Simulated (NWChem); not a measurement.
System: AsH, triplet; SMILES [AsH]

Input file for NWChem:

```
start job
memory heap 200 mb stack 900 mb global 1100 mb
geometry units angstroms noautosym nocenter noautoz
  As     0.000000     0.000000    -0.054533
  H      0.000000     0.000000     1.479933
end
basis spherical
  * library def2-tzvp
end
dft
  odft
  mult 3
  xc xpbe96 cpbe96
  iterations 150
end
task dft gradient
```

Output (shortened):

```
             Northwest Computational Chemistry Package (NWChem) 7.3.0
             --------------------------------------------------------

                             Geometry "geometry" -> ""
                             -------------------------

 Output coordinates in angstroms (scale by  1.889725989 to convert to a.u.)

  No.       Tag          Charge          X              Y              Z
 ---- ---------------- ---------- -------------- -------------- --------------
    1 As                  33.0000     0.00000000     0.00000000    -0.05453300
    2 H                    1.0000     0.00000000     0.00000000     1.47993300

 Effective nuclear repulsion energy (a.u.)      11.3804080488

  pbe96 is a nonlocal functional; adding pw91lda local functional.

                                 NWChem DFT Module
                                 -----------------

 Summary of "ao basis" -> "ao basis" (spherical)
 ------------------------------------------------------------------------------
       Tag                 Description            Shells   Functions and Types
 ---------------- ------------------------------  ------  ---------------------
 As                        def2-tzvp                16       48   6s5p4d1f
 H                         def2-tzvp                 4        6   3s1p

            General Information
            -------------------
          SCF calculation type: DFT
          Wavefunction type:  spin polarized.
          No. of atoms     :     2
          No. of electrons :    34
           Alpha electrons :    18
            Beta electrons :    16
          Charge           :     0
          Spin multiplicity:     3
          Use of symmetry is: off; symmetry adaption is: off
          Maximum number of iterations: 150
          AO basis - number of functions:    54
                     number of shells:    20
          Convergence on energy requested:  1.00D-06
          Convergence on density requested:  1.00D-05
          Convergence on gradient requested:  5.00D-04

              XC Information
              --------------
          PerdewBurkeErnzerhof Exchange Functional  1.000
            Perdew 1991 LDA Correlation Functional  1.000 local
           PerdewBurkeErnz. Correlation Functional  1.000 non-local

             Grid Information
             ----------------
          Grid used for XC integration:  medium
          Radial quadrature: Mura-Knowles
          Angular quadrature: Lebedev.
          Tag              B.-S. Rad. Rad. Pts. Rad. Cut. Ang. Pts.
          ---              ---------- --------- --------- ---------
          As                  1.15      112           7.0       590
          H                   0.35       45           7.0       434
          Grid pruning is: on
          Number of quadrature shells:   157
          Spatial weights used:  Erf1

      Superposition of Atomic Density Guess
      -------------------------------------

 Sum of atomic energies:       -2234.63711335

      Non-variational initial energy
      ------------------------------

 Total energy =   -2234.508082
 1-e energy   =   -3137.521898
 2-e energy   =     891.633409
 HOMO         =      -0.168719
 LUMO         =      -0.168719

   convergence    iter        energy       DeltaE   RMS-Dens  Diis-err
 ---------------- ----- ----------------- --------- --------- ---------
 d= 0,ls=0.0,diis     1  -2236.0553539354 -2.25D+03  5.62D-03  1.41D-01
                                                     3.64D-03  1.27D-01
 d= 0,ls=0.0,diis     2  -2236.0746787798 -1.93D-02  1.82D-03  1.57D-02
                                                     1.73D-03  1.71D-02
 d= 0,ls=0.0,diis     3  -2236.0777750562 -3.10D-03  3.95D-04  3.25D-03
                                                     3.86D-04  3.02D-03
 d= 0,ls=0.0,diis     4  -2236.0781862674 -4.11D-04  2.58D-04  1.98D-04
                                                     2.08D-04  1.57D-04
 d= 0,ls=0.0,diis     5  -2236.0782557411 -6.95D-05  1.56D-05  4.99D-07
                                                     2.85D-05  1.11D-06
 d= 0,ls=0.0,diis     6  -2236.0782563639 -6.23D-07  1.03D-05  1.85D-07
                                                     7.65D-06  9.08D-08
 d= 0,ls=0.0,diis     7  -2236.0782564750 -1.11D-07  2.55D-06  3.03D-08
                                                     3.29D-06  2.34D-08

         Total DFT energy =    -2236.078256475015
      One electron energy =    -3136.857125571555
           Coulomb energy =      972.426734863262
    Exchange-Corr. energy =      -83.028273815509
 Nuclear repulsion energy =       11.380408048787

 Numeric. integr. density =       34.000011875726

                    DFT Final Alpha Molecular Orbital Analysis
                    ------------------------------------------

 Vector   16  Occ=1.000000D+00  E=-3.012474D-01
              MO Center=  4.6D-10,  1.3D-09,  3.2D-01, r^2= 2.1D+00
   Bfn.  Coefficient  Atom+Function         Bfn.  Coefficient  Atom+Function
  ----- ------------  ---------------      ----- ------------  ---------------
    18      0.388651  1 As pz                 6     -0.288408  1 As s
    21      0.264763  1 As pz                50      0.260360  2 H  s
    12     -0.237239  1 As pz                 5     -0.233303  1 As s
    49      0.159590  2 H  s                 51      0.146600  2 H  s
     4      0.121279  1 As s                  3      0.093544  1 As s

 Vector   17  Occ=1.000000D+00  E=-2.125021D-01
              MO Center= -1.2D-08, -1.2D-08, -1.1D-02, r^2= 2.1D+00
   Bfn.  Coefficient  Atom+Function         Bfn.  Coefficient  Atom+Function
  ----- ------------  ---------------      ----- ------------  ---------------
    16      0.392408  1 As px                19      0.377965  1 As px
    17      0.374615  1 As py                20      0.360827  1 As py
    10     -0.222765  1 As px                11     -0.212664  1 As py
     7      0.069280  1 As px                 8      0.066139  1 As py
    13      0.055498  1 As px                14      0.052981  1 As py

 Vector   18  Occ=1.000000D+00  E=-2.125021D-01
              MO Center=  5.0D-09, -5.5D-09, -1.1D-02, r^2= 2.1D+00
   Bfn.  Coefficient  Atom+Function         Bfn.  Coefficient  Atom+Function
  ----- ------------  ---------------      ----- ------------  ---------------
    17     -0.392408  1 As py                20     -0.377965  1 As py
    16      0.374615  1 As px                19      0.360827  1 As px
    11      0.222765  1 As py                10     -0.212664  1 As px
     8     -0.069280  1 As py                 7      0.066139  1 As px
    14     -0.055498  1 As py                13      0.052981  1 As px

 Vector   19  Occ=0.000000D+00  E=-4.876731D-03
              MO Center=  2.2D-10, -4.1D-10,  5.5D-01, r^2= 3.8D+00
   Bfn.  Coefficient  Atom+Function         Bfn.  Coefficient  Atom+Function
  ----- ------------  ---------------      ----- ------------  ---------------
    51      1.364183  2 H  s                 21     -1.032603  1 As pz
     6     -0.780736  1 As s                 18     -0.290525  1 As pz
    50      0.239227  2 H  s                  5     -0.198511  1 As s
    12      0.188812  1 As pz                49      0.127748  2 H  s
     4      0.107441  1 As s                  3      0.084741  1 As s

 Vector   20  Occ=0.000000D+00  E= 1.355946D-01
              MO Center= -1.0D-08, -3.9D-08,  9.8D-01, r^2= 4.0D+00
   Bfn.  Coefficient  Atom+Function         Bfn.  Coefficient  Atom+Function
  ----- ------------  ---------------      ----- ------------  ---------------
    51      1.539395  2 H  s                 39     -0.684739  1 As d  0
    50     -0.575959  2 H  s                  5     -0.521640  1 As s
    21     -0.238921  1 As pz                 6     -0.190207  1 As s
     4      0.151561  1 As s                 34      0.135741  1 As d  0
    24      0.121959  1 As d  0              29     -0.101943  1 As d  0

 Vector   21  Occ=0.000000D+00  E= 1.767041D-01
              MO Center=  1.6D-08,  1.6D-08, -2.9D-02, r^2= 3.0D+00
   Bfn.  Coefficient  Atom+Function         Bfn.  Coefficient  Atom+Function
  ----- ------------  ---------------      ----- ------------  ---------------
    40     -0.755268  1 As d  1              38      0.694259  1 As d -1
    25      0.124612  1 As d  1              23     -0.114546  1 As d -1
    35      0.091042  1 As d  1              30     -0.084319  1 As d  1
    33     -0.083687  1 As d -1              28      0.077508  1 As d -1
    16     -0.041376  1 As px                17     -0.038034  1 As py

                     DFT Final Beta Molecular Orbital Analysis
                     -----------------------------------------

 Vector   14  Occ=1.000000D+00  E=-1.513147D+00
              MO Center= -1.9D-10, -1.5D-10, -5.5D-02, r^2= 1.6D-01
   Bfn.  Coefficient  Atom+Function         Bfn.  Coefficient  Atom+Function
  ----- ------------  ---------------      ----- ------------  ---------------
    25     -0.648780  1 As d  1              23      0.629952  1 As d -1
    30     -0.132700  1 As d  1              28      0.128849  1 As d -1

 Vector   15  Occ=1.000000D+00  E=-5.092827D-01
              MO Center=  2.6D-09,  3.4D-09,  3.5D-01, r^2= 1.3D+00
   Bfn.  Coefficient  Atom+Function         Bfn.  Coefficient  Atom+Function
  ----- ------------  ---------------      ----- ------------  ---------------
     5      0.640662  1 As s                  6      0.403891  1 As s
     4     -0.319757  1 As s                  3     -0.257620  1 As s
    50      0.144578  2 H  s                  2      0.114048  1 As s
    49      0.104851  2 H  s                 18      0.083275  1 As pz
    12     -0.057435  1 As pz                51      0.041814  2 H  s

 Vector   16  Occ=1.000000D+00  E=-2.823052D-01
              MO Center=  5.6D-10,  1.4D-09,  2.5D-01, r^2= 2.1D+00
   Bfn.  Coefficient  Atom+Function         Bfn.  Coefficient  Atom+Function
  ----- ------------  ---------------      ----- ------------  ---------------
    18     -0.354811  1 As pz                 6      0.348006  1 As s
    50     -0.287988  2 H  s                  5      0.276652  1 As s
    21     -0.238584  1 As pz                12      0.229826  1 As pz
    51     -0.172660  2 H  s                 49     -0.158803  2 H  s
     4     -0.141747  1 As s                  3     -0.116634  1 As s

 Vector   17  Occ=0.000000D+00  E=-1.404920D-01
              MO Center=  7.8D-09,  8.5D-09, -1.9D-02, r^2= 2.2D+00
   Bfn.  Coefficient  Atom+Function         Bfn.  Coefficient  Atom+Function
  ----- ------------  ---------------      ----- ------------  ---------------
    19      0.443872  1 As px                16      0.368200  1 As px
    20      0.361642  1 As py                17      0.299988  1 As py
    10     -0.239019  1 As px                11     -0.194739  1 As py
    13      0.080905  1 As px                 7      0.073792  1 As px
    14      0.065917  1 As py                 8      0.060122  1 As py

 Vector   18  Occ=0.000000D+00  E=-1.404920D-01
              MO Center=  5.4D-09,  1.4D-09, -1.9D-02, r^2= 2.2D+00
   Bfn.  Coefficient  Atom+Function         Bfn.  Coefficient  Atom+Function
  ----- ------------  ---------------      ----- ------------  ---------------
    20      0.443872  1 As py                17      0.368200  1 As py
    19     -0.361642  1 As px                16     -0.299988  1 As px
    11     -0.239019  1 As py                10      0.194739  1 As px
    14      0.080905  1 As py                 8      0.073792  1 As py
    13     -0.065917  1 As px                 7     -0.060122  1 As px

 Vector   19  Occ=0.000000D+00  E= 1.188581D-02
              MO Center= -1.2D-10,  6.7D-10,  6.0D-01, r^2= 3.9D+00
   Bfn.  Coefficient  Atom+Function         Bfn.  Coefficient  Atom+Function
  ----- ------------  ---------------      ----- ------------  ---------------
    51      1.465330  2 H  s                 21     -1.074319  1 As pz
     6     -0.831224  1 As s                 18     -0.289353  1 As pz
     5     -0.229822  1 As s                 50      0.202506  2 H  s
    12      0.194961  1 As pz                 4      0.117043  1 As s
    49      0.115873  2 H  s                  3      0.100922  1 As s

   alpha - beta orbital overlaps
   -----------------------------

   alpha      1      2      3      4      5      6      7      8      9     10
    beta      1      2      3      4      5      6      7      8      9     12
 overlap   1.000  1.000  1.000  1.000  1.000  1.000  1.000  1.000  1.000  1.000

   alpha     11     12     13     14     15     16     17     18     19     20
    beta     11     13     14     10     15     16     17     18     19     20
 overlap   1.000  0.999  0.999  1.000  0.996  0.997  0.996  0.996  0.997  0.991

   alpha     21     22     23     24     25     26     27     28     29     30
    beta     21     22     23     24     25     27     26     28     29     30
 overlap   0.999  0.999  1.000  1.000  0.993  0.838  0.838  0.995  0.999  0.999

   alpha     31     32     33     34     35     36     37     38     39     40
    beta     31     33     34     32     36     35     40     39     37     38
 overlap   0.999  0.999  0.999  0.999  0.993  0.993  1.000  1.000  0.999  0.999

   alpha     41     42     43     44     45     46     47     48     49     50
    beta     41     42     43     44     45     46     47     48     51     52
 overlap   0.999  0.945  0.945  0.999  0.966  0.966  1.000  0.999  1.000  1.000

   alpha     51     52     53     54
    beta     49     50     53     54
 overlap   1.000  1.000  0.999  1.000

     --------------------------
     Expectation value of S2:
     --------------------------
      <S2> =      2.0043 (Exact =     2.0000)

     Multipole analysis of the density
     ---------------------------------

     L   x y z        total         alpha         beta         nuclear
     -   - - -        -----         -----         ----         -------
     0   0 0 0     -0.000000    -18.000000    -16.000000     34.000000

     1   1 0 0     -0.000000      0.000000     -0.000000      0.000000
     1   0 1 0      0.000000      0.000000     -0.000000      0.000000
     1   0 0 1      0.065397      0.381265      0.288194     -0.604062

     2   2 0 0    -14.109275    -10.045005     -4.064270      0.000000
     2   1 1 0     -0.000000     -0.000000     -0.000000      0.000000
     2   1 0 1     -0.000000     -0.000000      0.000000      0.000000
     2   0 2 0    -14.109275    -10.045005     -4.064270      0.000000
     2   0 1 1      0.000000     -0.000000      0.000000      0.000000
     2   0 0 2    -13.886858    -12.269761     -9.788901      8.171805

            General Information
            -------------------
          SCF calculation type: DFT
          Wavefunction type:  spin polarized.
          No. of atoms     :     2
          No. of electrons :    34
           Alpha electrons :    18
            Beta electrons :    16
          Charge           :     0
          Spin multiplicity:     3
          Use of symmetry is: off; symmetry adaption is: off
          Maximum number of iterations: 150
          AO basis - number of functions:    54
                     number of shells:    20
          Convergence on energy requested:  1.00D-06
          Convergence on density requested:  1.00D-05
          Convergence on gradient requested:  5.00D-04

[...]

                         DFT ENERGY GRADIENTS

    atom               coordinates                        gradient
                 x          y          z           x          y          z
   1 As      0.000000   0.000000  -0.103052    0.000000   0.000000   0.003588
   2 H       0.000000   0.000000   2.796668   -0.000000  -0.000000  -0.003588
```

Level: PBE/def2-TZVP, spin-unrestricted. Coordinates come from a PBE0/def2-SVP, spin-unrestricted optimisation. No stability test was run on the SCF state.
